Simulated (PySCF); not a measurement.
# Two-component Hartree-Fock for Os⁺ (osmium, charge +1)

Start: [Xe] 4f14 5d7; 5d3/2 filled at m_j = +1/2, +3/2; 5d5/2 filled at m_j = -3/2, -1/2, +1/2, +3/2, +5/2. Calculated with PySCF 2.14 in x2c-SVPall-2c with one added diffuse shell each of s, d type (8s9p10d2f, 99 functions): generalised Hartree-Fock with the X2C-1e Hamiltonian and a Gaussian nucleus; one run each with spin-orbit coupling (SO) switched off, then screened by Boettger's factors. This is a chosen level, not necessarily the ground level.

| spinor shell | electrons | ε, spin-free (eV) | ε, screened SO (eV) | weight of nominal j (screened SO) | rms radius, screened SO (bohr) |
| --- | --- | --- | --- | --- | --- |
| 1s1/2 | 2 | -74279.6 | -74254.9 | 1.000 | 0.0201 |
| 2s1/2 | 2 | -13086.4 | -13078.7 | 1.000 | 0.0809 |
| 2p1/2 | 2 | -11403.0 | -12500.5 | 1.000 | 0.0687 |
| 2p3/2 | 4 | -11403.0 | -10963.3 | 1.000 | 0.0764 |
| 3s1/2 | 2 | -3114.0 | -3111.4 | 1.000 | 0.207 |
| 3p1/2 | 2 | -2611.4 | -2853.4 | 1.000 | 0.198 |
| 3p3/2 | 4 | -2611.4 | -2512.5 | 1.000 | 0.214 |
| 3d3/2 | 4 | -2042.2 | -2084.1 | 1.000 | 0.189 |
| 3d5/2 | 6 | -2042.2 | -2011.6 | 1.000 | 0.192 |
| 4s1/2 | 2 | -695.16 | -694.27 | 1.000 | 0.459 |
| 4p1/2 | 2 | -527.40 | -584.69 | 1.000 | 0.466 |
| 4p3/2 | 4 | -527.40 | -503.67 | 1.000 | 0.499 |
| 4d3/2 | 4 | -314.68 | -323.32 | 1.000 | 0.520 |
| 4d5/2 | 6 | -314.68 | -307.95 | 1.000 | 0.531 |
| 5s1/2 | 2 | -112.97 | -112.77 | 1.000 | 1.09 |
| 5p1/2 | 2 | -67.691 | -77.346 | 0.859 | 1.17 |
| 4f5/2 | 6 | -75.964 | -77.192 | 0.954 | 0.649 |
| 4f7/2 | 8 | -75.964 | -74.254 | 0.997 | 0.613 |
| 5p3/2 | 4 | -67.691 | -63.373 | 0.991 | 1.28 |
| 5d3/2 | 2 | -17.403 | -18.200 | 0.571 | 1.93 |
| 5d5/2 | 5 | -17.403 | -17.122 | 0.484 | 1.96 |

```json
{"quantity": "E (hartree)", "spin-free": "-17239.90378", "screened SO": "-17262.39485"}
{"quantity": "M_J", "spin-free": "9/2", "screened SO": "9/2"}
{"quantity": "⟨J²⟩", "spin-free": "24.825", "screened SO": "24.810"}
{"quantity": "⟨L²⟩", "spin-free": "12.071", "screened SO": "12.707"}
{"quantity": "⟨S²⟩", "spin-free": "3.755", "screened SO": "3.728"}
```

Each row is a mean over spinors that exchange with the open shell spreads, by up to 6.572 eV (5p3/2).

Rows whose weight is well below 1 are mixtures of j = l ± 1/2: exchange outweighs spin-orbit coupling there, and the label is only the starting occupation.

⟨J²⟩ departs a little from M_J(M_J + 1) because the unrestricted spinors polarise the closed shells.

Breit and QED terms are absent; they matter most for the inner s and p1/2 levels.

Densities and radii are taken from the X2C orbitals without a picture-change correction, which distorts them close to the nucleus.

Without spin-orbit coupling the j labels of p, d and f shells carry no meaning; the spin-free column gives the mean over the occupied spinors of each nl shell.
